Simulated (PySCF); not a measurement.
A series of substituents X on one scaffold: BH2-X. All species are isolated molecules in the gas phase. One relaxed conformer stands for each flexible species; it need not be the lowest. Strings in code marks are SMILES.

Level of theory: M06-2X/def2-TZVP run with PySCF. All candidates: neutral, multiplicity 1. Delta-SCF ions had no search for a lower state. 

The HOMO is -9.18 eV. The HOMO–LUMO gap is 10.28 eV and the vertical ionisation energy (Delta-SCF) comes out as 10.35 eV.

**Question.** Name which member has these values.
(A) `[BH2][GeH3]`
(B) `B[N+]#[C-]`
(C) `BNC`
(D) `BC`

**Answer.** C, `BNC`. The others give `BC`: -10.36 eV, 10.05 eV, 11.95 eV; `B[N+]#[C-]`: -10.74 eV, 8.97 eV, 11.92 eV; `[BH2][GeH3]`: -9.36 eV, 7.88 eV, 10.64 eV
